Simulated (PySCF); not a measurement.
CClF2, SMILES F[C](F)Cl (connectivity only; charge and spin as stated), charge +1, multiplicity 1.

The structure is a stationary point at ωB97X-D3(BJ)/def2-TZVP. The spin state was assumed, not searched. The isomer is the one that the SMILES or the coordinates give; other isomers of the formula were not compared.

Two levels are set side by side: PBE/def2-TZVPD (PySCF) and r2SCAN/def2-TZVPD (PySCF). Same geometry, gas phase. Differences are taken from unrounded values.

```
quantity                     r2SCAN
---------------------------  ------
orbital gap (eV)               5.48
highest occupied level (eV)  -16.56
lowest empty level (eV)      -11.08
mean polarisability (bohr³)    24.4
```

Question: What does PBE give, and how far is it from r2SCAN? (An estimate is asked for; the answer gives what the named calculation found.)

Answer: 
| quantity | PBE | PBE minus r2SCAN |
|---|---|---|
| orbital gap (eV) | 4.89 | -0.59 |
| highest occupied level (eV) | -16.17 | 0.39 |
| lowest empty level (eV) | -11.28 | -0.20 |
| mean polarisability (bohr³) | 25.2 | 0.8 |

Rough cost on one machine, each run with all the roots and properties that it gave: r2SCAN against PBE about 4 times.
